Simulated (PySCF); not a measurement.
# Energy of Tl- (thallium, charge -1) between two integer charges

The 6p alpha orbital of [Xe] 4f14 5d10 6s2 6p2 is emptied in steps (occupation f), with all orbitals relaxed, ending at [Xe] 4f14 5d10 6s2 6p1. Computed with PySCF 2.14 in aug-cc-pVDZ-PP with ECP60MDF, with scalar relativity through the core potential. The exact energy is a straight line in f; departures are measured from the line between the end points of the same method.

| f | PBE (eV) | PBE0 (eV) | r2SCAN (eV) | LC-wPBE (eV) | BHandHLYP (eV) | CAM-B3LYP (eV) | HSE06 (eV) |
| --- | --- | --- | --- | --- | --- | --- | --- |
| 1 | 0.000 | 0.000 | 0.000 | 0.000 | 0.000 | 0.000 | 0.000 |
| 0.9 | -0.156 | -0.111 | -0.149 | 0.032 | -0.068 | -0.046 | -0.141 |
| 0.7 | -0.382 | -0.269 | -0.358 | 0.067 | -0.166 | -0.115 | -0.341 |
| 0.5 | -0.474 | -0.331 | -0.437 | 0.076 | -0.205 | -0.144 | -0.419 |
| 0.3 | -0.414 | -0.286 | -0.374 | 0.061 | -0.179 | -0.126 | -0.361 |
| 0.1 | -0.183 | -0.126 | -0.163 | 0.025 | -0.079 | -0.056 | -0.158 |
| 0 | 0.000 | 0.000 | 0.000 | 0.000 | 0.000 | 0.000 | 0.000 |

Task: For r2SCAN, how does the orbital energy at f = 1 compare with the removal energy?

Result: −ε = -1.151 eV against a total-energy difference of 0.479 eV. By Janak's theorem ε = ∂E/∂f, so the gap between them reflects the curvature. Along the path −ε is -0.869 (f = 0.9), -0.252 (f = 0.7), 0.434 (f = 0.5), 1.159 (f = 0.3), 1.918 (f = 0.1) eV.

| method | E(f=0) − E(f=1) (eV) | −ε at f=1 (eV) | −ε at f=0.5 (eV) |
| --- | --- | --- | --- |
| PBE | 0.477 | -1.219 | 0.382 |
| PBE0 | 0.419 | -0.790 | 0.367 |
| r2SCAN | 0.479 | -1.151 | 0.434 |
| LC-wPBE | 0.300 | 0.674 | 0.283 |
| BHandHLYP | 0.255 | -0.475 | 0.216 |
| CAM-B3LYP | 0.331 | -0.160 | 0.296 |
| HSE06 | 0.458 | -1.086 | 0.399 |

At f = 1 the orbital energy is positive for PBE, PBE0, r2SCAN, BHandHLYP, CAM-B3LYP, HSE06: only the finite basis holds the electron.

Reference removal energy between the ground levels: 0.320 eV (measured; photodetachment measurements, as compiled on the Wikipedia data page of electron affinities). The calculation has no spin-orbit coupling.
